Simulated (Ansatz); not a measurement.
The same hydrolysis along the group B, Al, Ga, In.

Computed with Ansatz on PBE0-D4/def2-TZVP structures; ΔE is electronic, products minus reactants. CCSD(T)/CBS adds triple-zeta CCSD(T) − MP2 to the extrapolated MP2 energy (def2 sets, frozen cores). This one scheme is used for every species. def2 core potentials past Kr. For Ga, In outer-core shells are correlated without core-valence functions, which leaves a few kJ/mol of doubt a bond. Scalar relativity is left out up to krypton. One conformer a species, not always the lowest.

```csv
reaction,CCSD(T)/CBS(def2) (kJ/mol)
`OB(O)O[SiH3]` + H₂O → `OB(O)O` + silanol,7
`[OH][Al]([OH])[O][SiH3]` + H₂O → `[OH][Al]([OH])[OH]` + silanol,26
`[OH][Ga]([OH])[O][SiH3]` + H₂O → `[OH][Ga]([OH])[OH]` + silanol,?
`[OH][In]([OH])[O][SiH3]` + H₂O → `[OH][In]([OH])[OH]` + silanol,20
```

(1) Fill in the missing values. (An estimate is asked.)

Largest T1 diagnostic: 0.017, for `[OH][In]([OH])[OH]`.

Results:

(1) Ansatz gave: `[OH][Ga]([OH])[O][SiH3]` + H₂O → `[OH][Ga]([OH])[OH]` + silanol: +17.3 kJ/mol.
